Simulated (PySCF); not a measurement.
PySCF job for GeO3, SMILES [O]=[Ge]1[O][O]1, PBE0-D3(BJ)/def2-SVP. Coordinates come from a PBE0-D3(BJ)/def2-SVP optimisation.

```python
import numpy as np
from pyscf import gto, scf, dft, df
from pyscf.hessian import thermo

mol = gto.M(
    atom='''
    Ge    0.00000000   -0.00000000    0.21621774
    O     0.00000000    0.00000000    1.83317677
    O     0.00000000    0.79867059   -1.34902387
    O     0.00000000   -0.79867058   -1.34902387
    ''',
    basis='def2-SVP',
    charge=0,
    spin=0,
    max_memory=1600,
    verbose=3,
)
mf = dft.RKS(mol, xc='pbe0').density_fit(auxbasis='def2-universal-jkfit')
mf.disp = 'd3bj'
mf.grids.level = 3
mf.conv_tol = 1e-11
mf.max_cycle = 100
mf.kernel()

# [left out here: the lines that compute and print the analytic Hessian (its translational invariance restored by hand, since the grid's response is missing), thermochemistry and intensities]
```

Log of the run:

```
converged SCF energy = -2301.57689093119

WARN: DFTD3 does not support analytical Hessian, using finite difference


WARN: Mole.unit (angstrom) is changed to Bohr

Mode                                 0                   1                   2
Irrep
Freq [cm^-1]                      199.3602            202.5313            596.6968
Reduced mass [au]                  20.9010             22.5486             17.4850
Force const [Dyne/A]                0.4894              0.5449              3.6680
Char temp [K]                     286.8349            291.3974            858.5138
Normal mode                   x     y     z       x     y     z       x     y     z
       0  Ge                 0.00  0.06 -0.00    0.07 -0.00 -0.00    0.00  0.00  0.04
       1   O                -0.00 -0.17 -0.00   -0.16  0.00 -0.00   -0.00 -0.00  0.07
       2   O                -0.00 -0.06 -0.06   -0.08  0.00  0.00   -0.00 -0.10 -0.12
       3   O                -0.00 -0.06  0.06   -0.08  0.00 -0.00   -0.00  0.10 -0.12
Mode                                 3                   4                   5
Irrep
Freq [cm^-1]                      661.7673            861.2443           1048.3042
Reduced mass [au]                  17.0004             16.1358             20.4273
Force const [Dyne/A]                4.3865              7.0517             13.2262
Char temp [K]                     952.1357           1239.1388           1508.2763
Normal mode                   x     y     z       x     y     z       x     y     z
       0  Ge                -0.00  0.03 -0.00   -0.00 -0.00 -0.01   -0.00 -0.00 -0.06
       1   O                 0.00  0.00 -0.00    0.00 -0.00 -0.10    0.00 -0.00  0.20
       2   O                 0.00 -0.08  0.15    0.00 -0.14  0.08    0.00 -0.04  0.04
       3   O                 0.00 -0.08 -0.15    0.00  0.14  0.08    0.00  0.04  0.04
temperature 298.1500 [K]
pressure 101325.00 [Pa]
Rotational constants [GHz] 24.76048 4.38074 3.72219
Symmetry number 2
Zero-point energy (ZPE) 0.00813 [Eh]   21352.768 [J/mol]
                           tot       elec      trans        rot        vib
Entropy [J/mol/K]       286.142      0.000    168.519     95.452     22.171
Cv [J/mol/K]             52.149      0.000     12.472     12.472     27.206
Cp [J/mol/K]             60.464      0.000     20.786     12.472     27.206
Internal energy [J/mol]                      3718.434   3718.434  25297.052
Internal energy [Eh]   -2301.56442  -2301.57689
Enthalpy [J/mol]                             6197.391   3718.434  25297.052
Enthalpy [Eh]          -2301.56348
Gibbs free energy [J/mol]                  -44046.528 -24740.704  18686.889
Gibbs free energy [Eh] -2301.59597
mode   freq/cm-1   IR/(km/mol)
   1      199.36        40.404
   2      202.53        41.103
   3      596.70        27.592
   4      661.77         8.873
   5      861.24         0.256
   6     1048.30        53.439
max |gradient| / (hartree/bohr): 8.756739895746072e-05
APT charges: [ 1.2651 -0.5285 -0.3683 -0.3683]
```

The run converged.

Cost: about 25 core-seconds (a rough figure).
